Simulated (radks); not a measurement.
Values are calculated unless marked as measured or tabulated.
Spherical quantum dot in the effective-mass picture: electrons in a parabolic well V = omega^2 r^2 / 2 with omega = 4.34, with a point charge +1 (a donor) at the centre, all in effective atomic units (hartree* = m*/eps^2 hartree, bohr* = eps/m* bohr), one dielectric constant everywhere. Level of theory: non-relativistic Kohn-Sham, LDA (Slater exchange, Perdew-Wang correlation), spin-polarised, spherical densities (a radial shooting solver with Libxc functionals). Levels are named by radial order and angular momentum (1s, 1p, 1d, 2s, ...), and open shells are averaged over m.

N = 6, configuration 1s2 1p(up 3, down 1). This is the lowest configuration that the search found. Occupied and some empty levels:

level    occupation  eigenvalue (hartree*)  <r> (bohr*)
1s up             1                 11.416       0.5427
1s down           1                 11.605       0.5413
1p up             3                 15.668       0.7531
1p down           1                 15.870       0.7549
2s up             0                 19.283       0.8207
2s down           0                 19.420       0.8235
1d up             0                 19.661       0.9008
1d down           0                 19.842       0.9040
1f up             0                 23.684        1.023
1f down           0                 23.837        1.026

Energy (hartree*): total 63.9989, kinetic 26.425, external 19.380, Hartree 23.610, exchange-correlation -5.4167.

Electron density:

r (bohr*)  n(r) (e/bohr*^3)
0.0293                4.659
0.103                 4.106
0.176                 3.705
0.250                 3.400
0.323                 3.134
0.397                 2.861
0.470                 2.557
0.544                 2.214
0.617                 1.844
0.691                 1.471
0.764                 1.119
0.838                0.8111
0.911                0.5587
0.985                0.3655
1.06                 0.2262
1.13                 0.1337
1.21                0.07448
1.28                0.03969
1.35                0.01990
1.43               0.009565
